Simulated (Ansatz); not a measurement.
Consider the ligand exchange at the Sn–C bond: `[CH3][SnH]([CH3])[Cl]` + `O[SiH3]` → `[CH3][SnH]([Cl])[O][SiH3]` + CH₄.

Computed with Ansatz on PBE0-D4/def2-TZVP structures; ΔE is electronic, products minus reactants. CCSD(T)/CBS adds triple-zeta CCSD(T) − MP2 to the extrapolated MP2 energy (def2 sets, frozen cores). This one scheme is used for every species. DFT in def2-TZVPP. B3LYP here is the variant with VWN-RPA as its local correlation; programs differ in this. HSE06 is defined as in plane-wave codes. def2 core potentials past Kr. For Sn outer-core shells are correlated without core-valence functions, which leaves a few kJ/mol of doubt a bond. Each species was taken in one conformer, which may not be the lowest.

```csv
level,ΔE (kJ/mol),difference from CCSD(T)/CBS
LDA (SPW92),-53.1,11.6
PBE-D4,-60.2,4.5
revPBE-D4,-61.5,3.2
BLYP-D4,-71.0,-6.3
r2SCAN-D4,-67.8,-3.1
B97M-V,-75.4,-10.7
PBE0-D4,-59.4,5.3
r2SCANh-D4,-66.4,-1.7
r2SCAN0-D4,-64.5,0.2
BHLYP-D4,-72.8,-8.1
CAM-B3LYP-D4,-69.7,-5.0
ωB97X-V,-66.1,-1.4
ωB97M-V,-62.9,1.8
B2PLYP,-66.3,-1.6
PBE-QIDH,-60.0,4.7
PBE,-57.0,7.7
revPBE,-56.8,7.9
BLYP,-65.3,-0.6
r2SCAN,-66.8,-2.1
B3LYP,-64.6,0.1
r2SCANh,-65.3,-0.6
r2SCAN0,-63.2,1.5
HSE06,-56.2,8.5
CAM-B3LYP,-66.3,-1.6
LC-ωPBE,-60.4,4.3
RPA@PBE/def2-TZVPP,-63.0,1.7
HF/def2-SVP,-75.9,-11.2
MP2/def2-SVP,-78.7,-14.0
CCSD(T)/def2-SVP,-77.2,-12.5
HF/def2-TZVPP,-73.2,-8.5
MP2/def2-TZVPP,-61.7,3.0
SCS-MP2/def2-TZVPP,-65.7,-1.0
CCSD/def2-TZVPP,-62.4,2.3
CCSD(T)/def2-TZVPP,-62.8,1.9
HF/def2-QZVPP,-75.3,-10.6
MP2/def2-QZVPP,-63.5,1.2
SCS-MP2/def2-QZVPP,-67.3,-2.6
HF/CBS(def2),-75.6,-10.9
MP2/CBS(def2),-63.6,1.1
CCSD/CBS(def2),-64.4,0.3
CCSD(T)/CBS,-64.7,0
```

Largest T1 diagnostic among the species: 0.012.

At CCSD(T), def2-SVP lies −12.5 kJ/mol from the extrapolated value and def2-TZVPP +1.9 kJ/mol. Leaving LDA and LC-ωPBE aside and taking each functional with its dispersion term where it has one, the values, not all of them listed here, spread over 16.2 kJ/mol, from B97M-V to HSE06-D4. LDA lies +3.9 kJ/mol from PBE without D4. In def2-TZVPP, CCSD(T) changes the Hartree–Fock value by +10.4 kJ/mol (the triples alone add −0.4 kJ/mol) and MP2 by +11.5 kJ/mol.

CCSD(T)/CBS has its own doubt, a few kJ/mol and more with outer-core shells, so smaller differences from it don't rank the levels.
